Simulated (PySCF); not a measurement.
H2S.

```xyz
3

S      0.0000     0.0000     0.1031
H      0.0000    -0.9702    -0.8249
H      0.0000     0.9702    -0.8249
```

The structure is a stationary point at B3LYP-D3(BJ)/def2-TZVP.

Calculation: B3LYP/pcSseg-1 (PySCF). Non-relativistic, no solvent.

Computed absolute GIAO shielding of each atom: isotropic value and principal components (ppm):
```tsv
atom	σ(iso)	σ11	σ22	σ33	span
S1	695.8	559.8	641.2	886.5	326.7
H2	30.8	24.2	27.0	41.2	17.0
H3	30.8	24.2	27.0	41.2	17.0
```
